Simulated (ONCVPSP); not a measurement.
# Configuration tests for hafnium (Hf) (ONCV)

hafnium, optimised norm-conserving Vanderbilt (ONCV), made with ONCVPSP 4.0.1 (PBE, fully relativistic). Core [Kr] 4d10 4f14 5s2, reference 5p6 5d2 6s1.75 (charge +0.25). Waves: 6s: rc 2.95 bohr, ncon 4, nbas 8, qcut 1.9 1/bohr, 2 projectors, debl 2.6 Ha; 5p: rc 2.15 bohr, ncon 5, nbas 8, qcut 5.4 1/bohr, 2 projectors, debl 2.1 Ha; 5d: rc 2.90 bohr, ncon 4, nbas 9, qcut 5.6 1/bohr, 2 projectors, debl 2.2 Ha; f scattering state at 0.27 Ha: rc 2.85 bohr, ncon 4, nbas 9, qcut 3.4 1/bohr, 2 projectors, debl 1.8 Ha. Local part: polynomial inside 2.00 bohr (lpopt 3, dvloc0 1 Ha). Core correction: none.

Open shells are filled in proportion to 2j + 1.

Energies are relative to the spin-unpolarised reference configuration 5p6 5d2 6s1.75; without spin polarisation the order of configurations can differ from experiment.

```tsv
valence configuration	charge	ΔE all-electron (eV)	error AE − PS (meV)
5p6 5d2 6s2	0	-1.451	+0.1
5p6 5d2 6s0	+2	20.710	+20
5p6 5d2 6s0 6p2	0	6.352	+6.5
```

Problem. What are ΔE and the potential's error for 5p6 5d2 6s1?

Solution. ΔE = 6.529 eV all-electron; the error (AE − PS) is +1.8 meV.

Levels in the configuration 5p6 5d2 6s2:

```json
{"level": "5p j=3/2", "all-electron (eV)": "-33.378", "pseudo (eV)": "-33.388"}
{"level": "5p j=1/2", "all-electron (eV)": "-41.146", "pseudo (eV)": "-41.156"}
{"level": "5d j=5/2", "all-electron (eV)": "-2.518", "pseudo (eV)": "-2.519"}
{"level": "5d j=3/2", "all-electron (eV)": "-2.967", "pseudo (eV)": "-2.967"}
{"level": "6s j=1/2", "all-electron (eV)": "-5.111", "pseudo (eV)": "-5.111"}
```

These tests converged, but a pseudo level misses the all-electron one widely, so the file describes the atom poorly there or has found another state: 5p6 5d2 6s0 6p2: empty 6s by 10.7 eV.

Note: no bound ghost flagged; GHOST(+) flagged for s at 59.0 eV.
